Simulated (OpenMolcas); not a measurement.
What dynamic correlation does to the levels of Sb2+

* Program: OpenMolcas 26.06
* Basis: ANO-R3 [8s7p5d3f2g1h]
* Scalar Hamiltonian: X2C, finite nucleus
* Active space: 1 electron in 9 orbitals (RAS2 5p; RAS3 5d 6s, at most 1 electron)
* State averaging: 2S+1 = 2 odd, 3 roots; 2S+1 = 2 even, 6 roots
* Spin-orbit coupling: RASSI with atomic mean-field integrals over the reference wave functions, term energies averaged over their components

Methods on the same reference wave functions:
A. RASSCF
B. SS-RASPT2, IPEA 0.25 Eh, imaginary shift 0.1 Eh (closed shells correlated: 4d 5s)

Energies in eV above 5s2 5p 2P* 1/2, the measured ground level; measured values from Moore, Atomic Energy Levels, vol. III, NSRDS-NBS 35 (1971 reprint of NBS Circular 467, 1958).

| Level | A | B | Measured |
| --- | --- | --- | --- |
| 5s2 5p 2P* 1/2 | 0.0000 | 0.0000 | 0.0000 |
| 5s2 5p 2P* 3/2 | 0.7239 | 0.724 | 0.8153 |
| 5s2 6s 2S 1/2 | 11.4633 | 11.659 | 11.5823 |
| 5s2 5d 2D 3/2 | 12.7638 | 12.202 | 12.2521 |
| 5s2 5d 2D 5/2 | 12.8617 | 12.300 | 12.4462 |

Deviations, from unrounded energies. A percentage is the sum of absolute deviations over the sum of measured energies, with the sign that they share, or ± where signs differ.

```csv
Against measurement,Levels,A,B
mean absolute deviation (cm-1),4,2300,730
fine structure of the ground term (%),1,-11.2,-11.2
other configurations (%),3,±2.9,±0.8
```

B lies closest to measurement on these levels. The largest miss of B in the table is 5s2 5d 2D 5/2, by -1200 cm-1. The ranking rests on the paired levels alone, and a cruder setting can come out closer through cancelling errors.

The lowest spin-free term lies below A's lowest term by 0.538 hartree in B.

Term energies are means over components that CASPT2 splits; among the terms shown or strongly mixed into the levels shown the widest spread is 630 cm-1 (5s2 5d 2D, B). ANO sets are built for valence states and can reach diffuse excited orbitals poorly, and with the s shell closed the s pⁿ⁺¹ terms that mix with these levels are absent. With one active electron the reference holds no correlation, so core polarisation is missing (holds for A). With one active electron, CASPT2 adds the correlation within the correlated inactive shells and between them and that electron, and leaves the splitting within a term as the reference gives it (holds for B). Measured partners are found by configuration, term and J. A level has none where our copy of the source lacks it or the pairing is in doubt (some pairs that miss far off the trend of their configuration count as doubtful), and it then counts in no deviation. Only configurations of the active space appear.

* marks odd parity.
